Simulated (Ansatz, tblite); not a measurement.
Forces on the cluster Al₆N⁻ at its PBE0-D4/def2-SVPD geometry. Charge -1, multiplicity 1.

The xTB rows come from tblite. The restricted singlet is unstable towards broken spin symmetry in Hartree–Fock (as tested in another run); at PBE-D4/def2-TZVPD this wasn't settled. The structure comes from a short search, and lower isomers may exist.

GFN1-xTB (tblite), largest force 0.94 eV/Å:

```xyz
7
positions Å, forces eV/Å
N     0.333    0.001   -0.265   -0.722   -0.332   -0.236
Al    1.299    1.593    0.404    0.327    0.542    0.250
Al   -1.749   -0.423    0.532   -0.338    0.127    0.286
Al    1.115   -1.755    0.096    0.703   -0.624    0.030
Al   -0.959    1.589   -0.872   -0.071    0.586   -0.063
Al   -0.345   -0.818   -1.918    0.097   -0.330   -0.518
Al    0.305   -0.188    2.024    0.004    0.031    0.252
```

GFN2-xTB (tblite), largest force 0.67 eV/Å:

```
N 0.092 0.175 0.021
Al -0.279 -0.320 -0.003
Al 0.461 -0.155 -0.466
Al -0.502 0.324 -0.184
Al 0.136 -0.233 -0.030
Al -0.079 0.114 0.622
Al 0.171 0.095 0.039
```

PBE-D4/def2-TZVPD (Ansatz), largest force 0.18 eV/Å:

```
N 0.147 0.027 -0.100
Al 0.014 0.093 0.062
Al -0.096 -0.055 -0.024
Al 0.019 -0.104 0.035
Al -0.033 0.080 -0.040
Al -0.091 -0.036 -0.019
Al 0.040 -0.004 0.086
```
